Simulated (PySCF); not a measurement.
This PySCF input asks for the NMR shieldings of SMILES C=[CH][Al]([Cl])[Cl], C$_{2}$H$_{3}$AlCl$_{2}$; the geometry comes from GFN2-xTB.

```python
import basis_set_exchange as bse
import numpy as np
from pyscf import gto, dft
from pyscf.prop import nmr

atoms = """
C    -1.406699   -0.102918   -0.416445
C    -0.230912   -0.674964   -0.167429
Al    1.333849    0.378724    0.428896
Cl    1.176844    2.390877    0.673739
Cl    3.112194   -0.531469    0.802816
H    -1.551526    0.961714   -0.301774
H    -2.275602   -0.659788   -0.742756
H    -0.149091   -1.752764   -0.301612
"""
names = dict.fromkeys(["C", "Al", "Cl", "H"], "pcSseg-1")
basis = {el: gto.basis.parse(bse.get_basis(n, elements=[el], fmt="nwchem")) for el, n in names.items()}
mol = gto.M(atom=atoms, basis=basis, charge=0, verbose=0)
mf = dft.RKS(mol, xc="PBE0")
mf.grids.level = 2
mf.grids.alignment = dft.numint.BLKSIZE   # the property module wants whole blocks of grid points
mf.conv_tol = 1e-9
mf.kernel()

calc = nmr.RKS(mf)   # GIAO
C = mf.mo_coeff
Co = C[:, mf.mo_occ > 0]
resp = mf.gen_response(singlet=True, hermi=2)
def vind(x):   # induced exchange potential for any number of trial vectors
    d = np.einsum("pi,xij,qj->xpq", C, 2 * x.reshape(-1, C.shape[1], Co.shape[1]), Co, optimize=True)
    return np.einsum("xpq,pi,qj->xij", resp(d - d.transpose(0, 2, 1)), C, Co, optimize=True).ravel()
mo1, _ = nmr.rhf.solve_mo1(calc, with_cphf=vind)
sigma = calc.kernel(mo1)
for i, s in enumerate(sigma):   # ppm
    print("%2d %-2s %9.2f" % (i, mol.atom_pure_symbol(i), np.trace(s) / 3))
```

Question: What are the results?

Answer: 
```
 0 C      31.18
 1 C      43.03
 2 Al    385.99
 3 Cl    940.04
 4 Cl    912.72
 5 H      25.10
 6 H      24.71
 7 H      25.31
```

These numbers come from an equivalent density-fitted implementation of the same equations, which agrees with the script to about 0.01 ppm for H and up to a few tenths of a ppm for heavy atoms, so last digits may differ.

Size and cost of the density-fitted run: 121 basis functions, 8.4 s wall time on 1 thread of an Arm Neoverse V1, shared host; peak memory 0.57 GiB.
